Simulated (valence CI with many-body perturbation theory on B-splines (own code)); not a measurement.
# E1 transitions of Ta⁶⁰⁺

Computed by valence CI with perturbative core correlation (CI+MBPT): three valence electrons over a frozen Dirac-Fock core [Ne], radial functions for each j: 11 s, 11 p, 9 d, 7 f, 5 g, 2 h, 1 i, with the one-electron correlation potential Σ1, the two-electron term Σ2, the three-electron term Σ3, Breit, model QED; selected CI, second order for the rest (own B-spline code, finite nucleus).

No measured spectrum was set against this ion. As an estimate, large intervals hold to a few tenths of a per cent, small ones and those within an open d or f shell to about a per cent.

Lines 101 to 150 of 251 in falling wavelength, among levels below 102.61 Ry, chosen from the strongest by gf and those to the six lowest levels. Wavelengths and rates use the calculated energies. Electric multipoles are in the length gauge, E1 and E2 with the static RPA response of the core. Weak lines are less certain than strong ones. Lines between different terms over intervals too small for the method are left out, as are lines whose strength nearly cancels. The highest levels of a list are the least certain.

Levels are named by their leading jj configuration (3d3/2^4 stands for four electrons in 3d with j = 3/2), which in mixed levels can hold well under half, so a name can repeat and another be missing. Letters in brackets count levels of one name in rising energy.

```csv
λ vac (nm),Upper,Lower,A (s⁻¹),S (a.u.)
2.487,(3p1/2 3p3/2 3d3/2) J=5/2 [a],(3s 3p1/2 3d3/2) J=5/2,3.48e+11,1.58e-02
2.483,(3p1/2 3p3/2 3d5/2) J=9/2,(3s 3p1/2 3d5/2) J=7/2,7.29e+11,5.51e-02
2.482,(3p1/2 3p3/2^2) J=3/2,(3s 3p1/2 3p3/2) J=3/2 [b],2.78e+11,8.40e-03
2.460,(3p1/2 3p3/2 3d3/2) J=3/2 [b],(3s 3p1/2 3d3/2) J=3/2 [b],2.08e+11,6.10e-03
2.458,(3s 3p3/2 3d3/2) J=3/2 [b],(3s^2 3d3/2) J=3/2,1.00e+12,2.93e-02
2.454,(3p1/2 3p3/2 3d3/2) J=5/2 [b],(3s 3p1/2 3d3/2) J=3/2 [b],1.12e+12,4.89e-02
2.454,(3p1/2 3p3/2 3d5/2) J=7/2 [a],(3s 3p1/2 3d5/2) J=5/2 [a],1.16e+12,6.76e-02
2.449,(3p1/2 3p3/2 3d3/2) J=3/2 [a],(3s 3p1/2 3d3/2) J=5/2,3.89e+11,1.13e-02
2.448,(3p3/2^3) J=3/2,(3s 3p3/2^2) J=3/2,3.35e+12,9.70e-02
2.448,(3p1/2 3p3/2 3d5/2) J=5/2 [b],(3s 3p1/2 3d5/2) J=3/2,3.20e+11,1.39e-02
2.444,(3p1/2 3p3/2 3d5/2) J=5/2 [a],(3s 3p1/2 3d5/2) J=7/2,2.18e+11,9.43e-03
2.436,(3s 3p3/2 3d5/2) J=7/2 [b],(3s^2 3d5/2) J=5/2,1.86e+12,1.06e-01
2.435,(3p1/2 3p3/2 3d5/2) J=7/2 [b],(3s 3p1/2 3d5/2) J=5/2 [b],2.08e+11,1.18e-02
2.429,(3p1/2 3p3/2 3d3/2) J=3/2 [b],(3s 3p1/2 3d3/2) J=1/2,2.13e+11,6.01e-03
2.429,(3p1/2^2 3p3/2) J=3/2,(3s 3p1/2^2) J=1/2,2.78e+11,7.86e-03
2.428,(3p1/2 3p3/2 3d3/2) J=5/2 [a],(3s 3p1/2 3d3/2) J=3/2 [a],2.71e+11,1.15e-02
2.417,(3p3/2^3) J=3/2,(3s 3p3/2^2) J=1/2,8.66e+11,2.41e-02
2.416,(3p1/2 3p3/2 3d3/2) J=7/2,(3s 3p1/2 3d3/2) J=5/2,1.34e+12,7.47e-02
2.415,(3s 3p1/2 3p3/2) J=3/2 [b],(3s^2 3p1/2) J=1/2,6.94e+11,1.93e-02
2.408,(3p1/2 3p3/2 3d3/2) J=1/2 [b],(3s 3p1/2 3d3/2) J=1/2,6.44e+11,8.87e-03
2.404,(3p1/2 3p3/2^2) J=5/2,(3s 3p1/2 3p3/2) J=5/2,3.76e+11,1.55e-02
2.402,(3p1/2 3p3/2^2) J=1/2,(3s 3p1/2 3p3/2) J=3/2 [b],1.59e+12,2.18e-02
2.399,(3p1/2 3p3/2 3d5/2) J=3/2 [a],(3s 3p1/2 3d5/2) J=5/2 [a],3.95e+11,1.08e-02
2.399,(3p1/2 3p3/2 3d5/2) J=1/2,(3s 3p1/2 3d5/2) J=3/2,5.48e+11,7.46e-03
2.396,(3s 3p3/2 3d3/2) J=5/2 [b],(3s^2 3d3/2) J=3/2,3.55e+12,1.45e-01
2.392,(3p1/2 3p3/2 3d3/2) J=3/2 [a],(3s 3p1/2 3d3/2) J=3/2 [a],5.35e+11,1.44e-02
2.388,(3p1/2 3p3/2 3d5/2) J=7/2 [b],(3s 3p1/2 3d5/2) J=7/2,2.55e+11,1.37e-02
2.383,(3p1/2 3p3/2^2) J=3/2,(3s 3p1/2 3p3/2) J=5/2,2.60e+11,6.96e-03
2.379,(3p1/2 3p3/2 3d3/2) J=1/2 [a],(3s 3p1/2 3d3/2) J=3/2 [a],1.22e+12,1.62e-02
2.377,(3p1/2 3p3/2 3d5/2) J=5/2 [b],(3s 3p1/2 3d5/2) J=7/2,1.24e+11,4.94e-03
2.372,(3s 3p3/2 3d3/2) J=1/2 [b],(3s^2 3d3/2) J=3/2,2.88e+12,3.80e-02
2.369,(3s 3p1/2 3p3/2) J=1/2,(3s^2 3p1/2) J=1/2,2.47e+12,3.24e-02
2.369,(3s 3p3/2^2) J=1/2,(3s^2 3p3/2) J=3/2,1.78e+12,2.33e-02
2.367,(3s 3p1/2 3d3/2) J=3/2 [a],(3s 3p1/2^2) J=1/2,2.68e+11,7.03e-03
2.366,(3p1/2 3p3/2 3d3/2) J=5/2 [a],(3p1/2^2 3p3/2) J=3/2,3.07e+11,1.20e-02
2.361,(3p1/2 3p3/2 3d5/2) J=3/2 [b],(3s 3p1/2 3d5/2) J=5/2 [b],1.06e+12,2.76e-02
2.351,(3s 3p3/2 3d3/2) J=3/2 [a],(3s 3p1/2 3p3/2) J=3/2 [b],3.42e+10,8.78e-04
2.345,(3s 3p3/2 3d5/2) J=3/2 [b],(3s^2 3d5/2) J=5/2,2.26e+12,5.76e-02
2.343,(3s 3p3/2 3d3/2) J=1/2 [a],(3s 3p1/2 3p3/2) J=3/2 [b],2.37e+11,3.01e-03
2.339,(3s 3p3/2^2) J=3/2,(3s^2 3p3/2) J=3/2,3.56e+12,9.01e-02
2.335,(3s 3p3/2 3d5/2) J=5/2 [b],(3s^2 3d5/2) J=5/2,1.98e+12,7.48e-02
2.334,(3s 3p3/2 3d3/2) J=5/2 [a],(3s 3p1/2 3p3/2) J=3/2 [b],2.53e+11,9.52e-03
2.332,(3p1/2 3p3/2 3d3/2) J=3/2 [a],(3p1/2^2 3p3/2) J=3/2,6.43e+11,1.61e-02
2.326,(3p1/2 3p3/2 3d5/2) J=7/2 [b],(3s 3p1/2 3d5/2) J=5/2 [a],1.71e+11,8.48e-03
2.324,(3p1/2 3p3/2^2) J=5/2,(3s 3p1/2 3p3/2) J=3/2 [a],7.66e+10,2.85e-03
2.320,(3p1/2 3p3/2 3d3/2) J=1/2 [a],(3p1/2^2 3p3/2) J=3/2,5.80e+11,7.14e-03
2.316,(3p1/2 3p3/2 3d5/2) J=5/2 [b],(3s 3p1/2 3d5/2) J=5/2 [a],7.19e+11,2.65e-02
2.307,(3p1/2 3p3/2 3d3/2) J=5/2 [b],(3s 3p1/2 3d3/2) J=5/2,3.27e+11,1.19e-02
2.304,(3p1/2 3p3/2^2) J=3/2,(3s 3p1/2 3p3/2) J=3/2 [a],1.19e+12,2.87e-02
2.301,(3s 3d3/2 3d5/2) J=7/2 [a],(3s 3p1/2 3d5/2) J=5/2 [b],1.86e+11,8.96e-03
```
